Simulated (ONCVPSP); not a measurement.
Plane-wave convergence, ONCV potential for niobium (Nb)

ONCVPSP 4.0.1 input, shortened (lines: element, Z, core and valence counts, functional; n l f; lmax; l rc ep ncon nbas qcut; lloc lpopt rc5 dvloc0; l nproj debl; icmod fcfact rcfact), PBE, scalar-relativistic:

```
  Nb 41.00    6    4        4      upf
    1    0    2.00
    2    0    2.00
    2    1    6.00
    3    0    2.00
    3    1    6.00
    3    2   10.00
    4    0    2.00
    4    1    6.00
    4    2    4.00
    5    0    1.00
    2
    0    2.00    0.00    4    7    6.60
    1    1.95    0.00    4    8    5.70
    2    2.05    0.00    3    8    9.20
    4    1    1.50    0.00
    0    2    2.50
    1    2    0.40
    2    2    0.40
    3    5.50    1.05
```

In the p channel the program set the typed energies aside and used -1.269, 0.250 Ha.

For each optimised wave give the share of its norm inside rc, the residual kinetic energy above qcut (Ha) and the cutoffs (Ha) for errors of 10, 1, 0.1 and 0.01 mHa per electron.

```csv
wave,norm inside rc,residual KE,10 mHa,1 mHa,0.1 mHa,0.01 mHa
4s,0.966,4.1e-07,9.2,13.6,16.6,18.9
5s,0.067,9.5e-07,3.9,12.4,16.3,19.2
4p,0.905,1.3e-06,8.6,11.1,13.2,14.8
p projector 2,0.102,8.5e-06,7.4,10.1,12.1,15.0
4d,0.541,1.5e-09,12.5,17.4,21.7,25.2
d projector 2,0.134,4.5e-11,10.7,15.8,20.4,24.5
```

The occupied waves need 17 Ha and 22 Ha for 1 and 0.1 mHa. 1 of 4 tests not solved or not reliable.
